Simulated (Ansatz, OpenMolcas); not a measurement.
# CH3I (methyl iodide): a line through the functionals

CH3I: 5 atoms, total charge 0, spin state singlet. As SMILES, `CI`. Geometry: relaxed at PBE0-D4/def2-TZVP.

The HOMO–LUMO gap y, in eV, basis def2-SVPD with a core potential; a is the functional's share of exact exchange. Programs: Ansatz 0.2.0, OpenMolcas 26.06.

| functional | program | a | y (eV) |
| --- | --- | --- | --- |
| TPSS | OpenMolcas | 0 | 4.63 |
| BLYP | Ansatz | 0 | 4.29 |
| B3LYP | Ansatz | 0.2 | ? |
| PBE0 | Ansatz | 0.25 | 6.41 |
| r2SCAN0 | Ansatz | 0.25 | 6.77 |
| BHLYP | Ansatz | 0.5 | 8.18 |

Problem. Fit y = c + s·a to the known rows and predict B3LYP.

Solution. 
1. Means of the 5 rows: a = 0.2000, y = 6.056.
2. Σ(Δa)² = 0.175, Σ(Δa·Δy) = 1.329, so the slope is 1.329/0.175 = 7.5943.
3. Intercept: 6.056 − (7.5943) × 0.2000 = 4.537. The largest residual of the fit is 0.33.
4. B3LYP: 4.537 + (7.5943) × 0.2 = 6.06 eV.

The run gave 5.90 eV, so the prediction is off by +0.16 eV, within the largest residual. Exact exchange lowers occupied levels and raises empty ones. The rows mix families of semi-local functionals, which the line can't see.
